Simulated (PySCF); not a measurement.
## Worked example: oscillator strength and radiative lifetime

AlHFCl, SMILES [F][AlH][Cl].

Geometry optimised at PBE-D3(BJ)/def2-TZVP.

TDDFT-B3LYP/def2-SVPD (PySCF) puts the first singlet state with f over 0.02 at 7.17 eV (vertical), with the transition dipole (-0.428, -0.161, 0.000) in atomic units.

Q: Find the oscillator strength, the wavelength and the radiative lifetime that this transition would have in vacuum if emission retraced absorption.

A: 
|μ|² = 0.2091 au, so |μ| = 1.16 D. ΔE = 7.17/27.211 = 0.2635 hartree. f = (2/3) ΔE |μ|² = 0.037 (the program prints 0.037).
λ = 1239.84/7.17 = 173 nm; ν = 57830 cm⁻¹.
Einstein's coefficient A = 0.6670 ν² f s⁻¹ (ν in cm⁻¹) = 8.2e7 s⁻¹, so τ = 1/A = 12 ns. This state is S2; the lower singlet has f = 0.007. The figure is the radiative limit of this one transition; relaxation, internal conversion, crossing to triplets and a medium change what is measured.
